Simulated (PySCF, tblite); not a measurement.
Isomers of C4HF4PS, one GFN2-xTB conformer each. Single-point energies are computed at PBE0/pcSseg-1 (PySCF, gas phase, no added dispersion term), electronic only.

Question: Rank them by PBE0/pcSseg-1 energy, lowest first (kJ/mol).
A. `FC1=C(C(F)(F)F)P=CS1`
B. `FC1=C(C(F)(F)F)SC=P1`

Answer: A (0.0), B (4.4).

Neighbours under 10 kJ/mol apart (Fc1scpc1C(F)(F)F and Fc1pcsc1C(F)(F)F) can change places with a better method, another conformer or zero-point energy. GFN2-xTB itself gives, in the same order: 0.0, 12.8. Both levels put the same isomer lowest.

Which frontier levels, dipoles and rotational constants go with these structures?

```json
{"SMILES": "Fc1scpc1C(F)(F)F", "HOMO (eV, PBE0/pcSseg-1)": "-7.60", "LUMO (eV)": "-2.05", "dipole (D)": "3.40", "A, B, C (MHz)": "1608, 838.6, 609.5"}
{"SMILES": "Fc1pcsc1C(F)(F)F", "HOMO (eV, PBE0/pcSseg-1)": "-7.83", "LUMO (eV)": "-2.21", "dipole (D)": "3.03", "A, B, C (MHz)": "1641, 827.7, 608.4"}
```

What happens when harmonic zero-point energies from GFN2-xTB frequencies are added?

| SMILES | ZPE (kJ/mol) | electronic (kJ/mol) | with ZPE (kJ/mol) |
| --- | --- | --- | --- |
| Fc1scpc1C(F)(F)F | 118.9 | 0.0 | 0.0 |
| Fc1pcsc1C(F)(F)F | 118.7 | 4.4 | 4.1 |

The zero-point energies span 0.2 kJ/mol. The order is unchanged.

As an exercise, what shares would exp(−E/RT) give at 500 K from these electronic energies alone (no entropy, no degeneracies)?

RT = 4.157 kJ/mol: Fc1scpc1C(F)(F)F 74.0 %, Fc1pcsc1C(F)(F)F 26.0 %.
